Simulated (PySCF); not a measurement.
GeH, SMILES [GeH] (connectivity only; charge and spin as stated), neutral, multiplicity 2.

Coordinates come from a PBE0-D3(BJ)/def2-TZVPD optimisation.

Calculation: PBE0-D3(BJ)/def2-TZVPD in PySCF 2.14.0.

Frequencies are harmonic and unscaled.

| mode | ν (cm⁻¹) | IR (km/mol) | moving atoms (share of kinetic energy) |
|---|---|---|---|
| 1 | 1905 | 358.4 | H 99 % |
